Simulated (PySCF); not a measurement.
Stepwise substitution at one centre (Sn H-F). Isolated molecules, 0 K electronic values unless said otherwise. Strings in code marks are SMILES.

Calculation: B3LYP-D3(BJ)/def2-TZVP // PBE0-D4/def2-TZVP (PySCF 2.14.0). All candidates: neutral, multiplicity 1. B3LYP has the VWN-RPA correlation part, as in Gaussian. 

```json
{
 "HOMO–LUMO gap": "8.09 eV",
 "HOMO": "-12.11 eV",
 "dipole_moment": "0.00 D"
}
```

Say which member has these values.
A. `[F][SnH3]`
B. `[SnH4]`
C. `[F][Sn]([F])([F])[F]`

C, `[F][Sn]([F])([F])[F]`. The others give `[F][SnH3]`: 8.08 eV, -9.17 eV, 2.72 D; `[SnH4]`: 9.28 eV, -8.98 eV, 0.00 D
